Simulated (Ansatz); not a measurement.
Geometry optimisation, RKS LDA/6-31G in Ansatz.

The input (input.yaml):

```yaml
crystal:
  periodic: [false, false, false]
  atoms:
    - { symbol: C, position_ang: [-1.1579, -0.398, 1.4138] }
    - { symbol: Si, position_ang: [0.4592, -0.6076, 0.6558] }
    - { symbol: Cl, position_ang: [1.806, 0.4945, 1.7038] }
    - { symbol: Si, position_ang: [0.5181, 0.1027, -1.5607] }
    - { symbol: O, position_ang: [0.1338, 1.7129, -1.7002] }
    - { symbol: H, position_ang: [-1.22, -0.6467, 2.4506] }
    - { symbol: H, position_ang: [-1.4841, 0.7, 1.3683] }
    - { symbol: H, position_ang: [-1.9303, -0.9215, 0.8719] }
    - { symbol: H, position_ang: [0.8796, -2.014, 0.8074] }
    - { symbol: H, position_ang: [1.7689, -0.1501, -2.1601] }
    - { symbol: H, position_ang: [-0.6018, -0.6496, -2.2969] }
    - { symbol: H, position_ang: [0.9056, 2.3222, -1.5196] }
basis:
  gaussian: { orbitals: "6-31G" }
hamiltonian:
  xc: lda
relax:
  f_tol: 0.02
  max_steps: 50
```

Launched with:

```bash
$ ansatz run input.yaml --threads 1 --pin off --max-ram 2048MiB --backend cpu --events-out ev --progress --plain --runs-dir out
```

Question: Where does it end, and by what steps?

Answer: The forces met the threshold. Limits of this set-up: no polarisation functions. After 20 steps the energy has fallen by 0.743 eV; Cl3 moved furthest, 0.70 Å.

```json
{"step": "0", "energy less start (eV)": "0.0000", "largest force component (eV/Å)": "2.699", "accepted": "yes"}
{"step": "1", "energy less start (eV)": "-0.5849", "largest force component (eV/Å)": "1.393", "accepted": "yes"}
{"step": "2", "energy less start (eV)": "-0.5888", "largest force component (eV/Å)": "0.826", "accepted": "yes"}
{"step": "3", "energy less start (eV)": "-0.6973", "largest force component (eV/Å)": "0.209", "accepted": "yes"}
{"step": "4", "energy less start (eV)": "-0.7063", "largest force component (eV/Å)": "0.087", "accepted": "yes"}
{"step": "5", "energy less start (eV)": "-0.7095", "largest force component (eV/Å)": "0.060", "accepted": "yes"}
{"step": "6", "energy less start (eV)": "-0.7126", "largest force component (eV/Å)": "0.073", "accepted": "yes"}
{"step": "7", "energy less start (eV)": "-0.7161", "largest force component (eV/Å)": "0.038", "accepted": "yes"}
{"step": "8", "energy less start (eV)": "-0.7205", "largest force component (eV/Å)": "0.112", "accepted": "yes"}
{"step": "9", "energy less start (eV)": "-0.7235", "largest force component (eV/Å)": "0.139", "accepted": "yes"}
{"step": "10", "energy less start (eV)": "-0.7265", "largest force component (eV/Å)": "0.275", "accepted": "yes"}
{"step": "11", "energy less start (eV)": "-0.7319", "largest force component (eV/Å)": "0.177", "accepted": "yes"}
{"step": "12", "energy less start (eV)": "-0.7350", "largest force component (eV/Å)": "0.103", "accepted": "yes"}
{"step": "13", "energy less start (eV)": "-0.7385", "largest force component (eV/Å)": "0.114", "accepted": "yes"}
{"step": "14", "energy less start (eV)": "-0.7399", "largest force component (eV/Å)": "0.162", "accepted": "yes"}
{"step": "15", "energy less start (eV)": "-0.7413", "largest force component (eV/Å)": "0.120", "accepted": "yes"}
{"step": "16", "energy less start (eV)": "-0.7420", "largest force component (eV/Å)": "0.097", "accepted": "yes"}
{"step": "17", "energy less start (eV)": "-0.7429", "largest force component (eV/Å)": "0.038", "accepted": "yes"}
{"step": "18", "energy less start (eV)": "-0.7432", "largest force component (eV/Å)": "0.026", "accepted": "yes"}
{"step": "19", "energy less start (eV)": "-0.7433", "largest force component (eV/Å)": "0.026", "accepted": "yes"}
{"step": "20", "energy less start (eV)": "-0.7434", "largest force component (eV/Å)": "0.016", "accepted": "yes"}
```

```xyz
12
Properties=species:S:1:pos:R:3
C -1.303 -0.470 1.420
Si 0.383 -0.566 0.579
Cl 1.602 1.099 1.407
Si 0.484 0.055 -1.697
O 0.707 1.772 -1.686
H -1.193 -0.558 2.515
H -1.795 0.491 1.189
H -1.950 -1.293 1.062
H 1.129 -1.830 0.962
H 1.622 -0.701 -2.367
H -0.812 -0.210 -2.431
H 1.202 2.156 -0.918
```

Whether the end is a true minimum wasn't checked by a vibrational analysis.

The run took 3 min on 1 thread of Intel(R) Xeon(R) Processor @ 2.50GHz (Skylake/Cascade Lake) (shared host), peak memory 0.18 GiB.
